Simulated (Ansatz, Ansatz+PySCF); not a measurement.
| atom | x (Å) | y (Å) | z (Å) |
| --- | --- | --- | --- |
| C | 0.0000 | 0.0000 | 0.0000 |
| Mg | 0.6796 | 0.9061 | 1.9617 |

Basis set: STO-3G (spherical functions). Correlated methods keep 2 orbitals frozen. Correlation on ROHF uses semicanonical orbitals with singles. Charge 0, multiplicity 3.

Computed with Ansatz (development build ahead of 0.2.0); the reference of a correlated method needn't be the lowest determinant of its kind.

Q: Give the atomization energy at this shape (free ground-state atoms in the same class of orbitals less the molecule, no zero-point energy) of triplet MgC by full CI (lowest root of this spin), ROHF-CCSD(T), ROHF-CCSD.

A:

```tsv
method	atomization energy
full CI (lowest root of this spin)	1.74 eV
ROHF-CCSD(T)	1.71 eV
ROHF-CCSD	1.68 eV
```

Caution for ROHF-CCSD(T), ROHF-CCSD: an unrestricted determinant lies well below; large amplitudes, a single reference is doubtful; the reference determinant was not shown to be the lowest.

This basis has no polarisation functions and is too small for such energies, which can lie far from measured ones in either direction.
